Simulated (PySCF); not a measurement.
2-chlorobenzotrifluoride, C7H4ClF3.
Bonds: F1–C2, C2–F3, C2–F4, C2–C5, C5–C6 (aromatic), C6–C7 (aromatic), C7–C8 (aromatic), C8–C9 (aromatic), C9–C10 (aromatic), C10–Cl11, C5–C10 (aromatic). Hydrogens: H12 on C6; H13 on C7; H14 on C8; H15 on C9.

Probes without a nucleus sit at each ring's centroid and 1 Å off its mean plane on both sides; NICS is minus the shielding there, NICSzz its component along the normal. Level: GIAO PBE0/pcSseg-1 (PySCF, non-relativistic, gas phase) on the GFN2-xTB geometry, one conformer.

Ring bond lengths (Å), with Mayer bond orders in brackets: C5–C6 1.389 (1.42), C6–C7 1.383 (1.44), C7–C8 1.385 (1.43), C8–C9 1.383 (1.44), C9–C10 1.388 (1.38), C10–C5 1.395 (1.26).

**Question.** Give the NICS values of each ring in ppm.

**Answer.** 
```
              ring                                              type  NICS(0)  NICS(1), two faces  NICS(1)zz, two faces  rms pucker (Å)  centre to ring atoms, mean (Å)
C5–C6–C7–C8–C9–C10  6-membered carbocycle; formal bonds all aromatic     -9.3       -11.2 / -11.2         -27.1 / -27.1            0.00                            1.39
```

**Question.** What do they say, and how far can they be read as aromaticity?

**Answer.** 
- C5–C6–C7–C8–C9–C10: mean NICS(1)zz -27.1 ppm, shielded, aromatic by this magnetic criterion (flat ring, no four-coordinate atom).

**Question.** What does the geometric index give? HOMA = 1 − mean of α(R − Ropt)² over the ring bonds, with Krygowski's 1993 parameters (CC: Ropt 1.388 Å, α 257.7 Å⁻²).

**Answer.** 
- C5–C6–C7–C8–C9–C10: HOMA 1.00 = 1 − EN − GEO, with mean bond length 1.387 Å, EN = α(Ropt − mean)² = 0.000 and GEO = α × variance = 0.005. The geometric and the magnetic index point the same way.

**Question.** What field does 7.05 T along the ring normal induce along that normal at the second NICS(1) probe listed for ring C5–C6–C7–C8–C9–C10, 1 Å off the ring?

**Answer.** NICSzz × B0 = -27.1 ppm × 7.05 T = -191 μT, against the applied field.

**Question.** List the ring angles and the Hirshfeld charges of the ring atoms.

**Answer.** 
- C5–C6–C7–C8–C9–C10: C5 119.7° (-0.046 e), C6 120.2° (-0.041 e), C7 120.0° (-0.041 e), C8 120.3° (-0.030 e), C9 120.0° (-0.051 e), C10 119.8° (+0.019 e); sum 720.0° against 720° for a flat convex ring.

The values belong to the conformer `[F:1][C:2]([F:3])([F:4])[c:5]1[cH:6][cH:7][cH:8][cH:9][c:10]1[Cl:11]`: F1–C2–C5–C6 120°.
